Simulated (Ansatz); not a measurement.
Worked example: the barrier

An elementary step of Si$_{5}$NH$_{13}$Cl$_{2}$, closed shell (Si₄NH₁₁ ([NH2][Si]([SiH3])([SiH3])[SiH3]) + SiH₂Cl₂ ([Cl][SiH2][Cl]) → Si₅NH₁₂Cl ([SiH3][Si]([SiH3])([SiH3])[NH][SiH2][Cl]) + HCl; bonds formed: Cl2–H4; dative contacts that become bonds: Si1–N5; bonds broken: Si1–Cl2, H4–N5). “Start” is the structure reached by relaxing down from the saddle towards the reactants; PBE0-D4/def2-TZVP structures. The saddle:

```csv
atom,x (Å),y (Å),z (Å)
Si1,-0.4536,-1.1757,2.2785
Cl2,2.3415,0.2657,2.2949
Cl3,-2.4347,-1.7021,2.0823
H4,0.8020,0.6032,1.7699
N5,-0.2750,0.3550,1.3579
Si6,-0.0337,0.2765,-0.4600
Si7,-0.1890,2.4845,-1.2213
Si8,-1.7039,-1.0200,-1.4714
Si9,2.0897,-0.6060,-0.9228
H10,-0.2039,-0.9250,3.7039
H11,0.3620,-2.2008,1.6137
H12,-0.9623,1.0509,1.6374
H13,0.0148,2.4809,-2.6929
H14,0.8429,3.3280,-0.5652
H15,-1.5377,3.0367,-0.9140
H16,-1.4902,-0.8711,-2.9363
H17,-3.0590,-0.5199,-1.1223
H18,-1.5849,-2.4539,-1.1033
H19,1.9611,-0.9382,-2.3754
H20,2.3477,-1.8644,-0.1864
H21,3.1664,0.3958,-0.7673
```

Program: Ansatz 0.2.0. Basis: def2-TZVPP and def2-QZVPP. Cores are frozen in the correlated methods.

Energies in eV:

| quantity | saddle | start |
| --- | --- | --- |
| Hartree–Fock, triple zeta (X = 3) | -66011.18749 | -66011.60035 |
| Hartree–Fock, quadruple zeta (X = 4) | -66013.17118 | -66013.57187 |
| MP2 correlation, X = 3 | -34.13934 | -34.14815 |
| MP2 correlation, X = 4 | -36.96698 | -36.98709 |
| CCSD(T) correlation, X = 3 | -39.13485 | -39.15366 |

(1) Work out the barrier at the basis limit: extrapolate Hartree–Fock as E(X) = E∞ + A exp(−7.88 √X) and the MP2 correlation as E(X) = E∞ + B X^−2.97 (the exponents that Neese and Valeev fitted for def2-TZVPP and QZVPP), then add CCSD(T) − MP2 in triple zeta.

T1 diagnostic: at most 0.013.

Answers

(1) Each step is linear, so take the differences first (saddle − start): Hartree–Fock 0.41286 (X = 3) and 0.40069 (X = 4); MP2 correlation 0.00881 and 0.02011; CCSD(T) correlation 0.01881.
Two points give E∞ = E(4) + w [E(4) − E(3)], with w = 1/(exp(7.88 (2 − √3)) − 1) = 0.1377 for Hartree–Fock and w = 1/((4/3)^2.97 − 1) = 0.7407 for the correlation.
Hartree–Fock: 0.40069 + 0.1377 × (-0.01217) = 0.3990 eV.
MP2 correlation: 0.02011 + 0.7407 × 0.01130 = 0.0285 eV.
CCSD(T) − MP2: 0.01881 − 0.00881 = 0.0100 eV.
Sum: 0.3990 + 0.0285 + 0.0100 = 0.4375 eV, or 10.09 kcal/mol. Plain CCSD(T) in triple zeta gives 0.4317 eV, so the larger basis shifts the result by 0.0058 eV.

The step is the kind of exchange with an N–H group that builds nitride films in atomic layer and chemical vapour deposition. Here a small cluster stands in for the surface site.

Labels in which every atom is bracketed show which atoms are joined, not bond orders.

For scale, one of the runs: CCSD(T)/def2-TZVPP, 507 basis functions, launched by `ansatz run in.yaml --threads 5 --pin off --events-out ev --progress --plain --max-ram 66560MiB --backend cuda --devices 0, --max-vram 37GiB`. Hardware: 5 CPU threads of an AMD EPYC 7R13 and a share of one NVIDIA H100, shared host. Wall time 55 s; peak host memory 1.2 GiB.
